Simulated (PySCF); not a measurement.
# B²⁺: excitation energy

B²⁺ [He] 2s1 (2S) → B²⁺ [He] 3d1 (2D), as a difference of total energies. All numbers are calculated (PySCF 2.14, scalar relativity by spin-free X2C-1e, in dyall-acv3z (15s9p4d2f, 76 functions)). Correlated levels: valence and next inner shell: nothing frozen; virtual orbitals above 40 to 60 times the deepest correlated orbital energy dropped. The calculations carry no spin-orbit coupling.

```tsv
method	excitation energy (cm⁻¹)
UHF	195940
MP2 (valence and next inner shell)	196550
SCS-MP2 (valence and next inner shell)	196480
CCSD (valence and next inner shell)	196610
CCSD(T) (valence and next inner shell)	196610
```

The promoted electron is Rydberg-like, and one or two diffuse shells describe it only roughly, which tends to raise the upper state.
